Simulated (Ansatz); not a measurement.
Geometry optimisation, RKS PBE0-D4/def2-SVP (Ansatz 0.2.0).

Input file:

```yaml
crystal:
  periodic: [false, false, false]
  atoms:
    - { symbol: Ga, position_ang: [0.049574, -0.190738, -0.033923] }
    - { symbol: Cl, position_ang: [-0.011597, -0.836895, 2.077773] }
    - { symbol: Cl, position_ang: [1.946108, 0.071761, -0.970448] }
    - { symbol: "N", position_ang: [-1.501728, -0.019661, -0.904882] }
    - { symbol: H, position_ang: [-2.396868, -0.138914, -0.447986] }
    - { symbol: H, position_ang: [-1.576669, 0.274389, -1.869773] }
    - { symbol: P, position_ang: [-0.091225, 3.031004, 1.300817] }
    - { symbol: H, position_ang: [1.155004, 3.124061, 1.989866] }
    - { symbol: H, position_ang: [0.53639, 2.607048, 0.087294] }
    - { symbol: H, position_ang: [-0.311989, 1.703445, 1.771562] }
basis:
  gaussian: { orbitals: def2-SVP }
hamiltonian:
  xc: pbe0
  dispersion: d4
relax:
  f_tol: 0.03
  max_steps: 50
```

Run as:

```bash
$ ansatz run input.yaml --threads 4 --pin off --max-ram 5120MiB --backend cpu --events-out ev --progress --plain --runs-dir out
```

**Question.** Where does it end, and by what steps?

**Answer.** It converged. The force dipped under the threshold on the way, but the program's further checks kept it going. After 22 steps the energy has fallen by 0.078 eV; H8 moved furthest, 0.75 Å.

```tsv
step	energy less start (eV)	largest force component (eV/Å)	accepted
0	0.0000	0.921	yes
1	-0.0582	0.325	yes
2	-0.0348	0.284	no
3	-0.0664	0.068	yes
4	-0.0673	0.055	yes
5	-0.0687	0.073	yes
6	-0.0689	0.040	yes
7	-0.0690	0.004	yes
8	-0.0691	0.043	yes
9	-0.0693	0.042	yes
10	-0.0693	0.100	yes
11	-0.0697	0.070	yes
12	-0.0703	0.044	yes
13	-0.0716	0.095	yes
14	-0.0713	0.209	no
15	-0.0727	0.066	yes
16	-0.0740	0.121	yes
17	-0.0750	0.156	yes
18	-0.0761	0.109	yes
19	-0.0768	0.086	yes
20	-0.0761	0.109	no
21	-0.0782	0.032	yes
22	-0.0784	0.016	yes
```

```xyz
10
Properties=species:S:1:pos:R:3
Ga 0.098 -0.450 -0.035
Cl 0.090 -1.393 1.880
Cl 1.950 -0.264 -1.083
N -1.421 0.163 -0.756
H -2.313 0.135 -0.279
H -1.457 0.653 -1.641
P -0.280 2.930 1.010
H 0.630 3.646 1.851
H 0.774 2.423 0.187
H -0.273 1.783 1.865
```

Whether the end is a true minimum wasn't checked by a vibrational analysis.

The run took 55 s on 4 threads of Arm Neoverse V2, on a shared host, peak memory 0.36 GiB.
